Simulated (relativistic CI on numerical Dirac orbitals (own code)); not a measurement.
Ba V: sensitivity of the levels to the model

Base calculation: Dirac-Coulomb-Breit CI, separate exchange-only KLI orbitals for each configuration, model QED (radiative potential, 1s self-energy scaled to tabulated hydrogen-like ionisation energies), valence Slater integrals scaled by 0.85, P86 correlation energy added to each configuration.

Configuration list (outside the closed core [Kr] 4d10): 5s2 5p4, 5s 5p5, 5s2 5p3 5d, 5p6, 5s2 5p3 4f, 5s 5p4 5d, 5s2 5p3 5f, 5s2 5p3 6s, 5s2 5p3 5g, 5s2 5p3 6p, 5s2 5p2 4f 5d, 5s 5p4 5f, 5s 5p4 4f, 5s2 5p3 6d, 5s 5p4 5g, 5s2 5p3 7s, 5s2 5p3 7p, 5p5 4f, 5s 5p3 4f2, 5p5 5d, 5s2 5p3 6f, 5s2 5p3 7d, 5s 5p4 6s, 5s2 5p3 8s, 5s 5p3 5d2, 5s 5p4 6p, 5s 5p3 5d 6s, 5s2 5p2 4f2, 5s2 5p 4f2 5d, 5s2 5p 4f3, 5s 5p2 4f2 5d, 5s2 5p 4f2 5f, 5s2 5p 4f2 6s, 5s2 5p2 5d2, 5s2 5p 5d3, 5s2 5p 4f 5d2, 5s 5p2 5d3, 5s2 5p 5d2 5f, 5s2 5p 5d2 6s. Double excitations out of closed p, d and f shells are left out; levels of such configurations are missing from the list, as are those of other unlisted configurations, and high levels can miss mixing partners. These lack a partner that the ground configuration has and come out too high: 5s2 5p3 5g, 5s2 5p3 6p, 5s 5p4 5f, 5s 5p4 4f, 5s2 5p3 6d.

The lowest level and the first level of each name with at least 55 % of one term (blank where a level has no safe partner in the second run):

| Level | Base (cm⁻¹) | Shift (cm⁻¹) |
| --- | --- | --- |
| 5s2 5p4 3P_2 | 0.0 | 0.0 |
| 5s2 5p4 3P_0 | 10787.3 | +59.2 |
| 5s2 5p4 3P_1 | 16179.1 | +239.5 |
| 5s2 5p4 1D_2 | 24414.9 | +248.9 |
| 5s2 5p4 1S_0 | 49487.4 | +450.9 |
| 5s 5p5 3P°_2 | 131571.0 | +93.4 |
| 5s 5p5 3P°_1 | 140144.8 | +179.9 |
| 5s 5p5 3P°_0 | 148594.8 | +329.7 |
| 5s2 5p3 5d 5D°_3 | 161132.3 | +295.3 |
| 5s2 5p3 5d 5D°_2 | 161203.2 | +268.9 |
| 5s2 5p3 4f 5F_4 | 161731.8 | +847.3 |
| 5s2 5p3 5d 5D°_0 | 161760.8 | +294.7 |
| 5s2 5p3 5d 5D°_1 | 162241.7 | +317.0 |
| 5s2 5p3 4f 5F_2 | 162619.0 | +812.9 |

At this charge configurations can still be misplaced by up to about 7 % of their energy. Levels and lines within the n = 5 or 6 shells can be off by up to 10 % or somewhat more, and those that change n by about 2 %, since core polarisation is missing. 32 of the 50 excited levels that our extract of the measured tables holds in this range could be paired (the sources list more); they are missed by 2665 cm⁻¹ on average and 6362 at most, and levels without a partner can miss by more. Levels that differ in their count of f electrons can be misplaced by several ten thousand cm⁻¹, since the correlation energy of f electrons is missing or only estimated; rates across such gaps can be off by orders of magnitude.

Problem. One thing was changed in a second run, which moved the levels as shown. Which?
A. QED terms removed
B. Breit term removed
C. one mean potential for all configurations
D. configuration mixing switched off
E. no correlation estimate
F. valence Slater integrals scaled by 0.75

Solution. B. Breit term removed. The Breit term mainly narrows fine-structure intervals, so removing it widens them.

LS names give the leading component of a level, which can be under half, so a name can repeat, a term be missing and a line seem to break the LS rules.
